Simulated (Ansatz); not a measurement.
Ansatz (a quantum-chemistry and plane-wave program) input (RPA@PBE/def2-QZVPP):
A basis named .json is the Basis Set Exchange file of that set.

Ansatz 0.2 input:
```yaml
crystal:
  periodic: [false, false, false]
  atoms:
    - {symbol: Cu, position_ang: [-0.00000000, -0.00000000, -0.40395224]}
    - {symbol: F, position_ang: [0.00000000, 0.00000000, 1.30162387]}
basis:
  gaussian:
    orbitals: def2-QZVPP.json
hamiltonian:
  xc: pbe
total_charge: 1
magnetization: {spin_polarized: true, initial_magnetization: 1}
correlation: {method: rpa, electrons: outside_noble_gas}
```

End of the output:

```
integrals: 0.20 GiB planned
1060 factors; integrals over basis functions are off by at most 1.2e-3 eV
mean field: 0.58 GiB planned
mean field evaluation 1: about -47323.6683 eV, gradient 1.0e2 eV
mean field evaluation 2: about -47323.6653 eV, gradient 1.0e2 eV
mean field evaluation 4: about -47310.3983 eV, gradient 9.7e1 eV
mean field evaluation 8: about -47336.7275 eV, gradient 3.6e1 eV
mean field evaluation 16: about -47340.7004 eV, gradient 2.6e-5 eV
mean field evaluation 32: about -47340.7014 eV, gradient 4.7e-1 eV
mean field evaluation 64: about -47340.6235 eV, gradient 3.4e-4 eV
mean field evaluation 96: about -47340.5617 eV, gradient 7.5e0 eV
mean field evaluation 128: about -47340.0378 eV, gradient 6.8e0 eV
mean field evaluation 160: about -47259.1917 eV, gradient 1.0e2 eV
mean field -47340.70837888 eV, -1739.7389442391 hartree, gradient 1.7e-6 eV, S^2 0.751154; 11 other end points of the search recorded, 0 dependent functions left out
10 core orbitals not correlated
reference -47295.36319672 eV, -1738.0725395309 hartree; 9, 8 occupied and 138, 139 virtual orbitals, 1060 factors
Total energy: -47323.42256183 eV, -1739.1037021795 hartree
```

The spin state was set by rule; other spins were not relaxed.
